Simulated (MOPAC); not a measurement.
MOPAC input (PM6):

```
PM6 FORCE THERMO(298,298) PRECISE LET CHARGE=-1 GEO-OK AUX(PRECISION=9) THREADS=1
CH2N

C    -0.48726453 1    0.10225505 1    0.05117822 1
N     0.73700769 1   -0.15466500 1   -0.07740916 1
H    -1.30712135 1   -0.63705305 1    0.13874167 1
H    -0.94486876 1    1.10964520 1    0.09778866 1
```

Question: Which zero-point energy does it print?

Answer: 14.93 kcal/mol, from the harmonic wavenumbers of PM6.
